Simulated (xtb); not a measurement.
InF2, SMILES [F][In+][F], charge +1. All values are semi-empirical tight-binding results from xtb (GFN2-xTB unless named), good for trends rather than for accurate numbers. Geometry: GFN2-xTB. The multiplicity is an assumed one; other spin states were not compared. The isomer is the one that the SMILES or the coordinates give; other isomers of the formula were not compared.

For metal compounds this method's bond lengths and energies can be far off.

```json
{
 "point_group_as_xtb_finds_it": "D∞h",
 "orbital_gap": "1.54 eV",
 "zero_point_energy": "1.0 kcal/mol",
 "G − E(el) at 298.15 K (modified RRHO)": "-15.4 kcal/mol"
}
```
